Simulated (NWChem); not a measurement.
# GaPH$_{4}$; SMILES [GaH2][PH2]

```xyz
6

Ga     0.0444     0.8589     0.0101
H     -1.3429     1.5855     0.2219
H      1.3646     1.6787    -0.2779
P      0.1046    -1.4717    -0.0942
H     -0.7542    -1.6807     1.0220
H      1.3166    -1.6112     0.6396
```
Atoms are numbered in this order, from 1.

All runs: NWChem. Pople sets run with spherical d functions. Coordinates come from a B3LYP/6-31G* (spherical d) optimisation. GIAO values for the isolated, static molecule; σ is the absolute isotropic shielding, δ = σ(reference) − σ with the isolated reference molecule computed at the same levels (1H: tetramethylsilane, 31P: phosphine).

Task: Estimate the computed values for B3LYP/6-31G*. Quantities: σ Ga1 (ppm); δ H2 (ppm); δ P4 (ppm); δ H5 (ppm).

Result: 
- σ Ga1 (ppm) = 1310.3
- δ H2 (ppm) = 7.76
- δ P4 (ppm) = 29.8
- δ H5 (ppm) = 2.26
